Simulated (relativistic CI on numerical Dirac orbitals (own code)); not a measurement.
# Radial parameters of Eu³⁷⁺

Computed by Dirac-Coulomb-Breit CI, orbitals from a KLI potential per configuration, model QED (radiative potential, 1s self-energy scaled to tabulated hydrogen-like ionisation energies), unscaled Slater integrals (own radial code, finite nucleus).

Slater integrals F^k, G^k are unscaled and averaged over j, outside the closed core [Ne]; ζ comes from projecting the Hamiltonian with its Breit term on Σ l·s of the shell.

- 3s²3p⁶3d⁸: F^2(3d,3d) = 473540, F^4(3d,3d) = 305080, ζ(3d) = 98768 cm⁻¹; <r>(3d) = 0.2145, <r^2>(3d) = 0.05356 (bohr units).
- 3s²3p⁵3d⁹: ζ(3p) = 761370, F^2(3p,3d) = 415750, G^1(3p,3d) = 451660, G^3(3p,3d) = 298720, ζ(3d) = 97791 cm⁻¹; <r>(3p) = 0.2382, <r^2>(3p) = 0.06568, <r>(3d) = 0.2148, <r^2>(3d) = 0.05374 (bohr units).
- 3s²3p⁴3d¹⁰: F^2(3p,3p) = 413940, ζ(3p) = 760850 cm⁻¹; <r>(3p) = 0.2385, <r^2>(3p) = 0.06581 (bohr units).

Question: Give the Racah parameters of the d shell in 3s²3p⁶3d⁸.

Answer: B = F²/49 − 5F⁴/441 = 6205 cm⁻¹ and C = 35F⁴/441 = 24213 cm⁻¹.

Averages of the first 10 configurations, taken without configuration mixing, which lowers the lowest level and can move excited configurations by several eV; other configurations of the list can lie among them:

| Configuration | Parity | States | Average energy above the lowest level (eV) |
| --- | --- | --- | --- |
| 3s²3p⁶3d⁸ | even | 45 | 30.0 |
| 3s²3p⁵3d⁹ | odd | 60 | 392.3 |
| 3s²3p⁴3d¹⁰ | even | 15 | 761.1 |
| 3s3p⁶3d⁹ | even | 20 | 669.2 |
| 3p⁶3d¹⁰ | even | 1 | 1317.1 |
| 3s3p⁵3d¹⁰ | odd | 12 | 1030.0 |
| 3s²3p⁶3d⁷4s | even | 240 | 1108.0 |
| 3s²3p⁶3d⁷4p | odd | 720 | 1210.6 |
| 3s²3p⁶3d⁷4d | even | 1200 | 1342.9 |
| 3s²3p⁴3d⁹4s | even | 300 | 1824.1 |
